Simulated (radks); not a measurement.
Species: Tc+. Configuration: [Kr] 4d5 5s1.

Method: Dirac Kohn-Sham, PBE, spin-unpolarised, spherical densities, finite nucleus; open shells are shared between the two j in proportion to 2j + 1; Fermi nuclear charge, rms radius 4.4112 fm; computed with a radial shooting solver on a logarithmic mesh with Libxc functionals.

Energy parts (hartree):
| part | energy |
|---|---|
| total | -4285.90657 |
| kinetic | 4451.88974 |
| electron-nucleus | -10345.17379 |
| Hartree | 1735.65599 |
| exchange-correlation | -128.27851 |

Orbitals (lengths in bohr, moments of r in powers of bohr):
| orbital | occ. | eigenvalue (hartree) | <r^2> |
|---|---|---|---|
| 1s1/2 | 2 | -766.7793 | 0.001586 |
| 2s1/2 | 2 | -109.6119 | 0.02632 |
| 2p1/2 | 2 | -101.0974 | 0.01983 |
| 2p3/2 | 4 | -96.75161 | 0.02119 |
| 3s1/2 | 2 | -19.32339 | 0.1975 |
| 3p1/2 | 2 | -16.05103 | 0.1949 |
| 3p3/2 | 4 | -15.32435 | 0.2049 |
| 3d3/2 | 4 | -9.53630 | 0.1892 |
| 3d5/2 | 6 | -9.39662 | 0.1924 |
| 4s1/2 | 2 | -2.97314 | 1.269 |
| 4p1/2 | 2 | -2.01819 | 1.521 |
| 4p3/2 | 4 | -1.91001 | 1.602 |
| 4d3/2 | 2 | -0.52451 | 3.334 |
| 4d5/2 | 3 | -0.51365 | 3.411 |
| 5s1/2 | 1 | -0.41866 | 10.44 |

The highest occupied level is 5s1/2 at -11.392 eV. The electron density at the nucleus is 1.002e+05 e/bohr^3. Summed over all electrons, <r^2> = 43.03 bohr^2, which gives a Langevin (diamagnetic) susceptibility term of -34.1 x 10^-6 cm^3/mol.
